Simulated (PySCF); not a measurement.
Question: Write Cartesian coordinates for `O=S(=O)([O-])C1=CSC=C1` as optimised with GFN2-xTB. (Charge -1.)

Answer: 
```xyz
12
C4H3O3S2 angstrom
O     -2.491    1.123    0.551
S     -1.937   -0.107   -0.001
O     -2.148   -1.292    0.823
O     -2.200   -0.307   -1.422
C     -0.140    0.133    0.060
C      0.779   -0.844   -0.381
C      2.069   -0.450   -0.245
S      2.187    1.137    0.429
C      0.454    1.246    0.520
H      0.464   -1.792   -0.778
H      2.971   -0.977   -0.493
H     -0.007    2.129    0.911
```

Orientation and origin are arbitrary. Atoms count from 1 in this order. C6 (aromatic CH carbon) is planar (angles 124.9°, 122.3° and 112.8°, sum 360.0°, 0.00 Å off the plane of its three neighbours). The 3 C–S bonds span 1.728 Å (C7–S8, aromatic) to 1.813 Å (S2–C5, drawn single), a spread of 0.085 Å. Of the pairs four or more bonds apart, O1···H12 is among the closest relative to their van der Waals radii: 2.70 Å, 99 % of the sum of Bondi's values. The C–C distances run from 1.343 Å (C5–C9, aromatic) to 1.413 Å (C5–C6, aromatic), a spread of 0.070 Å.

Bonds between heavy atoms (Å): O1=S2 1.458, S2=O3 1.459, S2–O4 1.459, S2–C5 1.813, C5–C6 1.413, C6–C7 1.355, C7–S8 1.728, S8–C9 1.739, C5–C9 1.343.

Computed geometry: GFN2-xTB, gas phase.

Point group: Cs (every atom within 0.08 Å of its image). Stationary, but not proved a minimum.
